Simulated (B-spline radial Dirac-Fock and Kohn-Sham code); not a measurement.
**K emission of Rh³⁺**

System: Rh³⁺, 1s2 2s2 2p6 3s2 3p6 3d10 4s2 4p6 4d6.

Level of theory: one-electron (LDA, Dirac) transition rates at Dirac-Fock energies; a B-spline atomic structure program.

```
 line  multipole  energy (eV)  rate (s⁻¹)  share (%)
  Kα2         E1      20071.5    2.01e+15       29.0
  Kα1         E1      20214.0    3.80e+15       55.0
  Kβ3         E1      22695.2    3.19e+14       4.62
  Kβ1         E1      22720.4    6.22e+14       8.99
Kβ5''         E2      22907.7    1.98e+12     0.0286
 Kβ5'         E2      22912.4    2.78e+12     0.0402
Kβ2''         E1      23169.0    5.41e+13      0.783
 Kβ2'         E1      23173.0    1.06e+14       1.53
```

The listed lines hold 100.0 % of the radiative rate. The radiative width is 4.55 eV in the length form and 4.66 eV in the velocity form; the two differ because the transition energies are not eigenvalue differences of the potential that gave the orbitals. Kα2/Kα1 is 0.528 and Kβ/Kα is 0.190.

Values without a named source are computed, but for edge energies of neutral atoms, which are taken from tables.
